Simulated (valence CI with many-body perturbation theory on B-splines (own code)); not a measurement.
**Pm XII: electric-dipole lines**

Computed by valence CI with perturbative core correlation (CI+MBPT): four valence electrons over a frozen Dirac-Fock core [Kr] 4d10, radial functions for each j: 8 s, 8 p, 9 d, 9 f, 6 g, 3 h, 2 i, with the one-electron correlation potential Σ1 (screened to all orders), the two-electron term Σ2, the three-electron term Σ3, Breit, model QED; selected single and double excitations, second order for the rest (own B-spline code, finite nucleus).

No measured levels were compared; by estimate terms of the open shell hold to a few per cent of their energy, and close levels can change places; configurations with another count of f electrons can be misplaced by thousands of cm⁻¹. Core correlation moves these levels by up to 53000 cm⁻¹, and in measured spectra 5 to 20 % of such shifts remained as error; rates that hang on mixing are uncertain with them. Among the levels kept, up to 340 cm⁻¹ of a level comes from second order outside the variational space, and about a tenth of that is noise between levels of different J, which matters for small intervals.

Lines 51 to 100 of 221 in falling wavelength, among levels below 20.500 eV, chosen from the strongest by gf and those to the six lowest levels. Wavelengths and rates use the calculated energies, so an error of 2000 cm⁻¹ moves a line at 963.9 Å by 1.9 % and its rate by three times that or more. Electric multipoles are in the length gauge, E1 and E2 with the static RPA response of the core. Weak lines are less certain than strong ones. Lines between different terms over intervals too small for the method are left out, as are lines whose strength nearly cancels. Where a level lies close to another of its J and parity, the split of strength between their lines is uncertain. The highest levels of a list are the least certain.

Names give the largest LS component (configuration and term), which can be under half, so a name can repeat, a term be missing and a line seem to break the LS rules; names also repeat where a configuration has a term twice. Letters in brackets count levels of one name in rising energy.

| λ vac (Å) | Upper | Lower | A (s⁻¹) | S (a.u.) |
| --- | --- | --- | --- | --- |
| 963.9 | 4f²5s5p ⁵H°_3 | 4f5s²5p ³G_3 | 1.86e+06 | 5.76e-03 |
| 943.8 | 4f²5s5p ⁵H°_4 | 4f5s²5p ³G_3 | 8.78e+05 | 3.28e-03 |
| 933.9 | 4f³5s ⁵S°_2 | 4f²5s² ³P_2 | 2.28e+05 | 4.59e-04 |
| 881.0 | 4f³5s ⁵I°_4 | 4f²5s² ³F_4 | 2.20e+03 | 6.69e-06 |
| 877.6 | 4f³5s ⁵I°_4 | 4f²5s² ³F_3 | 5.01e+01 | 1.50e-07 |
| 868.4 | 4f³5s ⁵I°_5 | 4f²5s² ³F_4 | 2.67e+03 | 9.50e-06 |
| 845.1 | 4f³5s ⁵I°_5 | 4f²5s² ³H_6 | 4.45e+02 | 1.46e-06 |
| 831.1 | 4f³5s ⁵I°_6 | 4f²5s² ³H_6 | 9.61e+03 | 3.54e-05 |
| 829.4 | 4f³5s ⁵I°_4 | 4f²5s² ³H_5 | 1.20e+03 | 3.04e-06 |
| 829.2 | 4f³5s ³S°_1 [a] | 4f²5s² ³P_2 | 3.77e+05 | 3.18e-04 |
| 822.0 | 4f³5s ³F°_2 | 4f²5s² ³P_1 | 3.45e+05 | 4.73e-04 |
| 821.8 | 4f³5s ³K°_6 | 4f²5s² ¹I_6 | 1.73e+05 | 6.18e-04 |
| 818.7 | 4f³5s ³F°_3 | 4f²5s² ³P_2 | 3.78e+05 | 7.17e-04 |
| 818.2 | 4f³5s ⁵I°_5 | 4f²5s² ³H_5 | 3.72e+04 | 1.10e-04 |
| 816.0 | 4f³5s ⁵I°_7 | 4f²5s² ³H_6 | 1.52e+04 | 6.09e-05 |
| 814.8 | 4f³5s ³K°_7 | 4f²5s² ¹I_6 | 3.60e+05 | 1.44e-03 |
| 814.7 | 4f³5s ³S°_1 [a] | 4f²5s² ³P_1 | 7.22e+05 | 5.78e-04 |
| 807.7 | 4f³5s ³S°_1 [b] | 4f²5s² ³P_2 | 1.79e+06 | 1.40e-03 |
| 807.1 | 4f²5s5p ⁵G°_2 | 4f²5s² ³P_1 | 3.23e+05 | 4.19e-04 |
| 806.4 | 4f³5s ³S°_1 [a] | 4f²5s² ³P_0 | 9.04e+05 | 7.02e-04 |
| 805.1 | 4f³5s ⁵I°_6 | 4f²5s² ³H_5 | 3.94e+04 | 1.32e-04 |
| 803.8 | 4f³5s ⁵I°_4 | 4f²5s² ³H_4 | 9.53e+04 | 2.20e-04 |
| 801.5 | 4f³5s ³P°_2 | 4f²5s² ³P_1 | 9.00e+05 | 1.14e-03 |
| 801.3 | 4f²5s5p ⁵G°_3 | 4f²5s² ³P_2 | 6.68e+05 | 1.19e-03 |
| 795.4 | 4f³5s ³D°_3 | 4f²5s² ³P_2 | 1.76e+06 | 3.06e-03 |
| 793.9 | 4f³5s ³S°_1 [b] | 4f²5s² ³P_1 | 4.29e+05 | 3.17e-04 |
| 793.3 | 4f³5s ⁵I°_5 | 4f²5s² ³H_4 | 4.82e+04 | 1.31e-04 |
| 783.6 | 4f³5s ³D°_2 | 4f²5s² ³P_2 | 3.19e+05 | 3.79e-04 |
| 775.4 | 4f³5s ⁵F°_5 | 4f²5s² ¹G_4 | 2.29e+05 | 5.79e-04 |
| 773.9 | 4f²5s5p ³H°_5 | 4f²5s² ¹I_6 | 2.45e+05 | 6.17e-04 |
| 771.7 | 4f³5s ³I°_5 | 4f²5s² ³F_4 | 8.99e+04 | 2.24e-04 |
| 767.6 | 4f³5s ³S°_1 [a] | 4f²5s² ¹D_2 | 1.43e+06 | 9.57e-04 |
| 764.3 | 4f³5s ¹K°_7 | 4f²5s² ¹I_6 | 1.34e+06 | 4.44e-03 |
| 759.3 | 4f³5s ⁵F°_2 | 4f²5s² ³F_3 | 4.08e+05 | 4.41e-04 |
| 755.8 | 4f³5s ³P°_2 | 4f²5s² ¹D_2 | 8.81e+05 | 9.39e-04 |
| 755.7 | 4f³5s ⁵F°_3 | 4f²5s² ³F_4 | 1.03e+05 | 1.54e-04 |
| 753.3 | 4f³5s ³I°_5 | 4f²5s² ³H_6 | 8.07e+01 | 1.87e-07 |
| 753.2 | 4f³5s ⁵F°_3 | 4f²5s² ³F_3 | 1.17e+05 | 1.73e-04 |
| 749.6 | 4f³5s ⁵F°_4 | 4f²5s² ³F_4 | 9.52e+03 | 1.78e-05 |
| 749.1 | 4f³5s ⁵F°_1 | 4f²5s² ³F_2 | 9.61e+05 | 5.98e-04 |
| 748.9 | 4f³5s ⁵S°_2 | 4f²5s² ³F_3 | 5.11e+02 | 5.30e-07 |
| 747.2 | 4f³5s ⁵F°_4 | 4f²5s² ³F_3 | 4.09e+05 | 7.58e-04 |
| 745.2 | 4f³5s ⁵F°_5 | 4f²5s² ³F_4 | 9.86e+05 | 2.21e-03 |
| 744.8 | 4f³5s ⁵F°_2 | 4f²5s² ³F_2 | 1.70e+05 | 1.73e-04 |
| 743.6 | 4f²5s5p ⁵G°_3 | 4f²5s² ¹D_2 | 5.88e+05 | 8.35e-04 |
| 738.9 | 4f³5s ⁵F°_3 | 4f²5s² ³F_2 | 5.02e+04 | 6.99e-05 |
| 738.1 | 4f³5s ³H°_4 | 4f²5s² ³F_4 | 2.39e+05 | 4.26e-04 |
| 735.7 | 4f³5s ³H°_4 | 4f²5s² ³F_3 | 5.24e+04 | 9.27e-05 |
| 734.8 | 4f³5s ⁵S°_2 | 4f²5s² ³F_2 | 3.00e+03 | 2.94e-06 |
| 733.7 | 4f³5s ³I°_6 | 4f²5s² ³H_6 | 7.64e+03 | 1.94e-05 |
